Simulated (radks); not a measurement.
Results of a calculation; reference values are marked as such.
Question: Species: Ga2+. Configuration: [Ar] 3d9 4s1 4f1 (not the ground configuration). Code: a radial shooting solver on a logarithmic mesh with Libxc functionals. Model: scalar-relativistic Kohn-Sham, r2SCAN, spin-polarised, spherical densities, finite nucleus; open shells are filled with parallel spins first; meta-GGA in the generalised Kohn-Sham scheme; Fermi nuclear charge, rms radius 3.9973 fm. Some entries of the table are withheld. Estimate them.

orbital,occ.,eigenvalue (eV),<r^2> (bohr^2),r(max) (bohr)
1s up,1,-10298.97,0.003180,0.03179
1s down,1,-10298.89,0.003180,0.03179
2s up,1,-1313.966,0.05585,0.1823
2s down,1,-1312.957,0.05580,0.1822
2p up,3,-1146.934,0.04459,0.1465
2p down,3,-1146.154,0.04454,0.1465
3s up,1,-191.6355,0.4812,(1)
3s down,1,-189.8257,0.4821,(2)
3p up,3,-140.4214,0.5284,0.5646
3p down,3,-138.5883,0.5288,0.5652
3d up,5,-57.3653,(3),0.5279
3d down,4,-55.3665,(4),0.5291
4s up,1,(5),4.093,1.676
4s down,0,(6),4.128,1.676
4f up,1,-6.1814,37.39,5.183

Answer: 
(1) 3s up r(max) (bohr): 0.5623
(2) 3s down r(max) (bohr): 0.5628
(3) 3d up <r^2> (bohr^2): 0.7141
(4) 3d down <r^2> (bohr^2): 0.7073
(5) 4s up eigenvalue (eV): -35.2280
(6) 4s down eigenvalue (eV): -31.7789
